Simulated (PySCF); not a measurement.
GeOF₂, SMILES [O]=[Ge]([F])[F]. Coordinates come from a B3LYP-D3(BJ)/def2-SVP optimisation.

Computed equilibrium geometry at B3LYP-D3(BJ)/def2-SVP (PySCF confirms it by a frequency run) as a Z-matrix, and its point group:
point group C2v.
```
Ge
O 1 1.6277
F 1 1.7182 2 129.31
F 1 1.7182 2 129.31 3 180.00
```
